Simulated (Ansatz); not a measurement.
A nudged elastic band was laid between two geometries of ClH2InO2 + H2 (8 atoms, charge 0, multiplicity 1).

These are results of Ansatz, RKS PBE/def2-SVP, not measurements.

- movable images: 8
- climbing image: no
- spring: 5.0 eV/Å²
- optimiser: quadratic models (default)
- start path: through a guess of the saddle point
- force threshold: 0.05 eV/Å
- iteration limit: 60
- end points: relaxed

First end point:

```xyz
8
Properties=species:S:1:pos:R:3
In -0.150 -0.355 -0.046
O 0.012 -0.444 1.969
H -0.888 -0.393 2.351
O 1.468 -0.477 -1.231
H 2.252 -0.608 -0.659
Cl -2.272 -0.144 -1.050
H 0.244 2.634 1.091
H 0.222 2.002 1.535
```

Last end point:

```xyz
8
Properties=species:S:1:pos:R:3
In 0.294 0.866 -0.207
O -0.033 0.087 2.045
H -0.887 -0.326 1.754
O 1.836 -0.247 -0.876
H 1.526 -1.161 -1.030
Cl -1.816 -0.366 -0.366
H 0.261 2.575 -0.033
H -0.293 0.789 2.674
```

Problem. What changes between the two ends?

Solution. Bonds broken: H7–H8. Bonds formed: In1–H7, O2–H8. ClH2InO2 + H2 becomes ClH4InO2.

Problem. Give the energies along the band, and the barrier.

Solution. The forces met the threshold. The highest image is number 5 of 0 to 9, 29.5 kJ/mol above the first end and 111.6 kJ/mol above the last; the last end lies 82.1 kJ/mol below the first. The profile has 2 maxima (images 2, 5) with wells between them (image 3): this band takes more than one step, which may be the mechanism or a detour left from its start path. No image climbed, so the highest image needn't sit at the top of the path. The orbitals stay closed-shell, which can raise the energy where a bond breaks towards radicals; this wasn't checked here.

```json
{"image": "0", "path coordinate (Å)": "0.00", "energy (kJ/mol)": "0.0", "H7–H8 (Å)": "0.77", "In1–H7 (Å)": "3.22", "O2–H8 (Å)": "2.49"}
{"image": "1", "path coordinate (Å)": "0.70", "energy (kJ/mol)": "4.4", "H7–H8 (Å)": "0.77", "In1–H7 (Å)": "2.83", "O2–H8 (Å)": "2.64"}
{"image": "2", "path coordinate (Å)": "1.39", "energy (kJ/mol)": "6.9", "H7–H8 (Å)": "0.77", "In1–H7 (Å)": "2.77", "O2–H8 (Å)": "2.62"}
{"image": "3", "path coordinate (Å)": "2.09", "energy (kJ/mol)": "0.0", "H7–H8 (Å)": "0.77", "In1–H7 (Å)": "2.84", "O2–H8 (Å)": "2.76"}
{"image": "4", "path coordinate (Å)": "2.79", "energy (kJ/mol)": "4.3", "H7–H8 (Å)": "0.78", "In1–H7 (Å)": "2.77", "O2–H8 (Å)": "2.30"}
{"image": "5", "path coordinate (Å)": "3.49", "energy (kJ/mol)": "29.5", "H7–H8 (Å)": "0.81", "In1–H7 (Å)": "2.38", "O2–H8 (Å)": "1.84"}
{"image": "6", "path coordinate (Å)": "4.18", "energy (kJ/mol)": "24.5", "H7–H8 (Å)": "1.30", "In1–H7 (Å)": "1.97", "O2–H8 (Å)": "1.13"}
{"image": "7", "path coordinate (Å)": "4.88", "energy (kJ/mol)": "-55.4", "H7–H8 (Å)": "2.05", "In1–H7 (Å)": "1.75", "O2–H8 (Å)": "0.98"}
{"image": "8", "path coordinate (Å)": "5.58", "energy (kJ/mol)": "-74.2", "H7–H8 (Å)": "2.75", "In1–H7 (Å)": "1.73", "O2–H8 (Å)": "0.98"}
{"image": "9", "path coordinate (Å)": "6.27", "energy (kJ/mol)": "-82.1", "H7–H8 (Å)": "3.29", "In1–H7 (Å)": "1.72", "O2–H8 (Å)": "0.98"}
```

Problem. What is the geometry of the highest image?

Solution. 
```xyz
8
Properties=species:S:1:pos:R:3
In 0.011 -0.034 0.058
O -0.013 -0.111 2.117
H -0.933 -0.226 2.429
O 1.777 -0.050 -0.914
H 1.944 -0.966 -1.218
Cl -2.094 -0.204 -1.014
H 0.127 2.173 0.951
H 0.069 1.633 1.549
```

Run time: 4.6 min on 2 threads of Arm Neoverse V1, on a shared host, peak memory 0.14 GiB.
